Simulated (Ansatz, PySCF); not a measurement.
Molecule: GeF$_{3}$, net charge 0, doublet state. It need not be the lowest isomer of its formula. 
Coordinates optimised at B3LYP-D3(BJ)/def2-TZVP (Ansatz, an electronic-structure program):
```
Ge
F 1 1.7346
F 1 1.7346 2 106.47
F 1 1.7346 2 106.47 3 -113.30
```
Charge 0, spin multiplicity 2.

Dipole moments at this geometry, in debye (magnitudes).

| level | program | dipole (D) |
|---|---|---|
| HF/def2-TZVPD | PySCF | 2.63 |
| SVWN5/def2-TZVPD | Ansatz | 1.99 |
| revPBE/def2-TZVPD | Ansatz | 1.98 |
| r2SCAN/def2-TZVPD | Ansatz | 2.08 |
| PBE0/def2-TZVPD | Ansatz | 2.20 |
| BHLYP/def2-TZVPD | Ansatz | 2.43 |
| TPSSh/def2-TZVPD | PySCF | 2.10 |
| HSE06/def2-TZVPD | Ansatz | ___ |
| wB97M-V/def2-TZVPD | Ansatz | 2.26 |
| CCSD(T)/aug-cc-pVDZ | Ansatz | ___ |

### Question
What belongs in the gaps?

### Answer

- HSE06/def2-TZVPD, dipole (D): 2.19
- CCSD(T)/aug-cc-pVDZ, dipole (D): 2.33
